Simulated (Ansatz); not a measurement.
Cartesian coordinates in Å:
```
C 1.141 1.513 -0.314
O -0.141 1.575 0.260
Ga -1.208 0.189 0.580
O -2.768 0.534 1.341
O -0.858 -1.505 0.210
C 0.314 -1.969 -0.413
H 1.473 2.534 -0.520
H 1.156 0.960 -1.261
H 1.873 1.052 0.360
H -2.883 1.471 1.515
H 0.310 -3.061 -0.372
H 0.365 -1.674 -1.469
H 1.227 -1.619 0.082
```

Total charge 0; spin multiplicity 1.

Q: List the CAM-B3LYP/def2-TZVPP orbital energies in eV (Ansatz). (Estimate.)

A: The calculation gave: Occupied: -10139.81, -1251.36, -1108.69, -1108.54, -1108.54, -522.33, -522.32, -522.31, -280.09, -280.06, -151.91, -105.44, -105.15, -105.13, -29.58, -29.37, -29.00, -25.15, -25.14, -25.13, -24.90, -24.80, -20.50, -20.33, -15.94, -14.85, -14.32, -14.28, -13.98, -13.76, -13.57, -11.33, -10.82, -10.64, -9.74, -9.50, -9.41. Lowest empty: 0.15, 0.97, 1.75, 2.74, 3.12, 3.47, 3.79, 3.80.
